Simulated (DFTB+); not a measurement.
DFTB+ input (SCC-DFTB): The folder sk holds the Slater-Koster set scc that CP2K ships.

```
Geometry = xyzFormat {
7

C      1.89810304    -0.00695638    -0.13375735
C      0.71704237    -0.18849680     0.06093693
C     -0.77587317    -0.34474074     0.26312233
O     -1.51511058     0.61783038    -0.26041654
H      2.92521377     0.18217212    -0.32181517
H     -0.86507089    -0.48866269     1.38731378
H     -0.97489164    -1.39498896    -0.12397777
}
Hamiltonian = DFTB {
  SCC = Yes
  SCCTolerance = 1e-8
  MaxSCCIterations = 300
  Charge = -1
  SlaterKosterFiles = Type2FileNames {
    Prefix = "sk/"
    Separator = ""
    Suffix = ".spl"
    LowerCaseTypeName = Yes
  }
  MaxAngularMomentum {
    C = "p"
    H = "s"
    O = "p"
  }
  Filling = Fermi { Temperature [K] = 0 }
}
ParserOptions { ParserVersion = 14 }
```

From the output:

```
    4   2   1       5.00909818
    5   1   0       0.89079027
    6   1   0       1.09977737
    7   1   0       1.09977736

Orbital populations (up)
 Atom Sh.   l   m       Population  Label
    1   1   0   0       1.24764404  s
    1   2   1  -1       1.10973068  p_y
    1   2   1   0       1.10924138  p_z
    1   2   1   1       0.90691366  p_x
    2   1   0   0       1.28431512  s
    2   2   1  -1       0.92723523  p_y
    2   2   1   0       0.92289162  p_z
    2   2   1   1       0.92609931  p_x
    3   1   0   0       1.12416490  s
    3   2   1  -1       0.87148233  p_y
    3   2   1   0       0.88069146  p_z
    3   2   1   1       0.80028179  p_x
    4   1   0   0       1.78986529  s
    4   2   1  -1       1.56346586  p_y
    4   2   1   0       1.78759009  p_z
    4   2   1   1       1.65804223  p_x
    5   1   0   0       0.89079027  s
    6   1   0   0       1.09977737  s
    7   1   0   0       1.09977736  s

Fermi level:                         0.1778312060 H            4.8390 eV
Band energy:                        -3.3269265721 H          -90.5303 eV
TS:                                  0.0000000000 H            0.0000 eV
Band free energy (E-TS):            -3.3269265721 H          -90.5303 eV
Extrapolated E(0K):                 -3.3269265721 H          -90.5303 eV
Input / Output electrons (q):     22.0000000000     22.0000000000

Energy H0:                          -9.9928915123 H         -271.9204 eV
Energy SCC:                          0.1960534439 H            5.3349 eV
Total Electronic energy:            -9.7968380685 H         -266.5855 eV
Repulsive energy:                    0.3050744785 H            8.3015 eV
Total energy:                       -9.4917635899 H         -258.2840 eV
Extrapolated to 0:                  -9.4917635899 H         -258.2840 eV
Total Mermin free energy:           -9.4917635899 H         -258.2840 eV
Force related energy:               -9.4917635899 H         -258.2840 eV

Non-constrained calculation

SCC converged

Warning: dipole moment is not defined absolutely!
Dipole moment:    1.34218980   -0.72424691    0.33680045 au
Dipole moment:    3.41150647   -1.84085216    0.85606144 Debye
```

The dipole moment of an ion depends on the origin.

The geometry given is a B3LYP-D3(BJ)/def2-TZVP minimum.
